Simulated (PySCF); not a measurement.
PySCF job for C4H10N, SMILES [CH2]CNCC, multiplicity 2, PBE/pcH-1. The structure is a stationary point at B3LYP-D3(BJ)/def2-SVP. The isomer is the one that the SMILES or the coordinates give; other isomers of the formula were not compared. Other conformers were not sampled.

```python
import numpy as np
from pyscf import gto, scf, dft
from pyscf.prop.hfc import uks as hfc

mol = gto.M(
    atom='''
    C    -2.17860924    0.37643997    0.43364203
    C    -1.30813175   -0.73416123   -0.05618063
    N    -0.00704098   -0.33928191   -0.58306547
    C     0.96307765    0.09629402    0.40844264
    C     2.28349290    0.47690213   -0.24925256
    H    -1.74194302    1.28126599    0.86558750
    H    -3.26430342    0.25723645    0.48714361
    H    -1.84870649   -1.30699593   -0.83358542
    H    -1.12215403   -1.47338574    0.75346746
    H    -0.13239638    0.38766819   -1.28824102
    H     1.12634375   -0.74269249    1.10897701
    H     0.60966132    0.94622826    1.03586297
    H     3.03664839    0.75638583    0.50374544
    H     2.15472806    1.33919081   -0.92573911
    H     2.67243118   -0.36277743   -0.84566922
    ''',
    basis='pcH-1',
    charge=0,
    spin=1,
    max_memory=1600,
    verbose=3,
)
mf = dft.UKS(mol, xc='pbe').density_fit(auxbasis='def2-universal-jkfit')
mf.grids.level = 3
mf.conv_tol = 1e-10
mf.max_cycle = 100
mf.kernel()
fine, coarse = mf.grids, dft.Grids(mol).set(level=1).build(with_non0tab=True)
for _ in range(3):  # follow internal instabilities
    mf.grids = coarse
    mo, _, stable, _ = mf.stability(return_status=True, nroots=4)
    mf.grids = fine
    if stable:
        break
    mf.kernel(mf.make_rdm1(mo, mf.mo_occ))
A = hfc.HFC(mf).make_fcdip(mf.make_rdm1())  # Fermi contact and dipolar terms, MHz
print('atom   A(iso)/MHz   principal dipolar parts/MHz')
for i, a in enumerate(A):
    w = np.linalg.eigvalsh((a + a.T) / 2)
    print(f'{mol.atom_symbol(i):2s}{i + 1:3d} {w.mean():12.2f}', (w - w.mean()).round(2))
```

It prints:

```

WARN: HOMO -0.198827030124406 >= LUMO -0.198827030124415

converged SCF energy = -212.843908426153  <S^2> = 0.75334978  2S+1 = 2.003347
<class 'pyscf.df.df_jk.DFUKS'> wavefunction is stable in the internal stability analysis
atom   A(iso)/MHz   principal dipolar parts/MHz
C   1        86.48 [-78.66 -78.16 156.82]
C   2       -32.14 [-2.47  0.27  2.2 ]
N   3        -0.04 [-2.06 -1.78  3.85]
C   4        -0.58 [-0.72 -0.15  0.87]
C   5         1.52 [-0.27 -0.25  0.52]
H   6       -57.00 [-36.25  -0.52  36.77]
H   7       -59.28 [-36.21  -0.69  36.91]
H   8        63.74 [-4.87 -4.6   9.47]
H   9       130.96 [-6.19 -1.94  8.12]
H  10        -3.30 [-5.57 -1.66  7.24]
H  11         1.62 [-1.76 -1.29  3.05]
H  12         6.72 [-2.56 -2.24  4.8 ]
H  13         0.33 [-0.57 -0.55  1.11]
H  14         0.38 [-0.83 -0.71  1.54]
H  15         0.01 [-0.69 -0.67  1.36]
```

The run converged.
